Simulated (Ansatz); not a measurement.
One change: `CO[Si](F)(Cl)[SeH]` becomes `CO[Si](F)(Cl)SC`.

Ansatz, PBE0-D4/def2-TZVP geometries, multiplicity 1. Each molecule was computed in one conformer, which needn't be the lowest.

Scalar relativity is left out up to krypton.

| property | `CO[Si](F)(Cl)[SeH]` |
| --- | --- |
| LUMO energy (PBE/def2-TZVPP) / eV | -1.13 |
| HOMO–LUMO gap (PBE0/def2-TZVPP) / eV | 7.29 |
| size of the dipole moment (ωB97M-V/def2-TZVPP) / D | 1.83 |
| HOMO energy (PBE0/def2-TZVPP) / eV | -7.54 |
| LUMO energy (ωB97M-V/def2-TZVPP) / eV | 1.67 |
| LUMO energy (B3LYP/def2-TZVPP) / eV | -0.50 |

Give the same properties after the change, and the shifts. (Estimate.)

Computed: 
```json
{"property": "LUMO energy (PBE/def2-TZVPP) / eV", "`CO[Si](F)(Cl)SC`": "-0.92", "shift": "0.21"}
{"property": "HOMO–LUMO gap (PBE0/def2-TZVPP) / eV", "`CO[Si](F)(Cl)SC`": "7.42", "shift": "0.13"}
{"property": "size of the dipole moment (ωB97M-V/def2-TZVPP) / D", "`CO[Si](F)(Cl)SC`": "1.74", "shift": "-0.09"}
{"property": "HOMO energy (PBE0/def2-TZVPP) / eV", "`CO[Si](F)(Cl)SC`": "-7.39", "shift": "0.15"}
{"property": "LUMO energy (ωB97M-V/def2-TZVPP) / eV", "`CO[Si](F)(Cl)SC`": "1.93", "shift": "0.26"}
{"property": "LUMO energy (B3LYP/def2-TZVPP) / eV", "`CO[Si](F)(Cl)SC`": "-0.21", "shift": "0.29"}
```

With PBE0 the HOMO rises by 0.15 eV and the LUMO rises by 0.27 eV, so the gap widens by about 0.12 eV. PBE moves the HOMO by 0.20 eV and ωB97M-V by 0.11 eV. Dipoles are sizes alone; their direction can turn.

B3LYP here is the variant with VWN-RPA as its local correlation; programs differ in this.

Spin–orbit coupling is left out; it splits and shifts lone-pair levels of the heavy atoms by tenths of an eV.
